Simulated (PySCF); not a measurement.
CH₄F₂SeSi, SMILES C[Si](F)(F)[SeH]. Atoms are numbered in the order given.

```xyz
9

C     -2.0967    -0.8847     0.3600
Si    -0.7289     0.3401     0.1797
F     -0.6463     1.2174     1.5352
F     -1.0459     1.3777    -1.0170
Se     1.2912    -0.5293    -0.3351
H     -1.8801    -1.5913     1.1754
H     -3.0398    -0.3669     0.5943
H     -2.2259    -1.4571    -0.5698
H      1.2604    -1.3974     0.8534
```
Charge 0, spin multiplicity 1.

The structure is a stationary point at PBE0-D3(BJ)/def2-SVP. This is a generated structure with no PubChem entry under its InChIKey; it may be hypothetical. Other conformers were not sampled.

Two levels are set side by side: PBE/pcSseg-1 (PySCF) and HF/pcSseg-1 (PySCF). GIAO shifts against CFCl3 (¹⁹F), Me2Se (⁷⁷Se), TMS (²⁹Si), TMS (¹H), TMS (¹³C) at the same level; non-relativistic, no solvent, atoms listed together averaged. Differences are taken from unrounded values.

| quantity | HF |
|---|---|
| δ(¹³C) of C1 (ppm) | 4.1 |
| δ(²⁹Si) of Si2 (ppm) | 8.8 |
| δ(⁷⁷Se) of Se5 (ppm) | -278.1 |
| δ(¹H) of H9 (ppm) | 1.00 |

Task: What does PBE give, and how far is it from HF? (The exact figures need the calculation; the answer reports its results.)

Result: 
```
quantity                 PBE  PBE minus HF
--------------------  ------  ------------
δ(¹³C) of C1 (ppm)       6.6           2.5
δ(²⁹Si) of Si2 (ppm)    24.8          16.0
δ(⁷⁷Se) of Se5 (ppm)  -401.9        -123.8
δ(¹H) of H9 (ppm)       0.67         -0.33
```

Rough cost on one machine, each run with all the roots and properties that it gave: HF against PBE within a factor of 2.
